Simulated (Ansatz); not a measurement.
Geometry optimisation, RKS r2SCAN-D4/def2-SVP in Ansatz 0.2.0.

Input:

```yaml
crystal:
  periodic: [false, false, false]
  atoms:
    - { symbol: B, position_ang: [-0.4914, -0.59985, -0.45973] }
    - { symbol: C, position_ang: [0.18587, 0.58127, 0.21318] }
    - { symbol: Te, position_ang: [1.03908, -1.40444, 0.68122] }
    - { symbol: H, position_ang: [-1.34445, -0.89178, -1.17992] }
    - { symbol: H, position_ang: [0.86273, 1.23289, -0.31916] }
    - { symbol: H, position_ang: [-0.25184, 1.08191, 1.06441] }
basis:
  gaussian: { orbitals: def2-SVP }
hamiltonian:
  xc: r2scan
  dispersion: d4
relax:
  f_tol: 0.02
  max_steps: 40
scf:
  lower_state_search: "off"
```

Command:

```bash
$ ansatz run input.yaml --threads 1 --pin off --max-ram 2048MiB --backend cpu --events-out ev --progress --plain --runs-dir out
```

Problem. Where does it end, and by what steps?

Solution. It converged. After 4 steps the energy has fallen by 0.064 eV; H4 moved furthest, 0.05 Å.

| step | energy less start (eV) | largest force component (eV/Å) | accepted |
| --- | --- | --- | --- |
| 0 | 0.0000 | 0.860 | yes |
| 1 | -0.0601 | 0.211 | yes |
| 2 | -0.0631 | 0.058 | yes |
| 3 | -0.0622 | 0.095 | no |
| 4 | -0.0635 | 0.015 | yes |

```xyz
6
Properties=species:S:1:pos:R:3
B -0.494 -0.585 -0.461
C 0.181 0.604 0.212
Te 1.055 -1.433 0.692
H -1.370 -0.924 -1.204
H 0.886 1.247 -0.331
H -0.259 1.091 1.092
```

Whether the end is a true minimum wasn't checked by a vibrational analysis.

Time of the run: 11 s on 1 thread of Arm Neoverse V1, on a shared host, peak memory 0.1 GiB.
